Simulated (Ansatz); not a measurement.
System: sum formula SiHF, charge 0, multiplicity 1. SMILES: F[SiH]
Geometry: optimised at B3LYP-D3(BJ)/def2-TZVP (Ansatz, an electronic-structure program).

Wanted: vertical triplet-singlet gap (E(triplet) - E(singlet); each state is the SCF solution reached for its spin; for the singlet the Hartree-Fock reference is unstable and T1 is 0.015), in kcal/mol. Valence correlation only, unless marked. UHF or UKS for open shells. Spin-orbit coupling is left out. Non-relativistic. Basis-set limits of correlation are two-point, X^-3; Hartree-Fock from the larger set.

CCSD(T)/CBS(aug-cc-pV(T+d)Z,aug-cc-pV(Q+d)Z) (Ansatz) gives 42.9 kcal/mol.

Task: Another calculation gave 43.3 kcal/mol. Which level was it?
A) PBE/def2-TZVPD (Ansatz)
B) SVWN5/def2-TZVPD (Ansatz)
C) wB97X-V/def2-TZVPD (Ansatz)
D) wB97M-V/def2-TZVPD (Ansatz)

Result: C, wB97X-V/def2-TZVPD (Ansatz). The others give 37.5 (PBE), 40.3 (SVWN5), 46.9 (wB97M-V) kcal/mol.
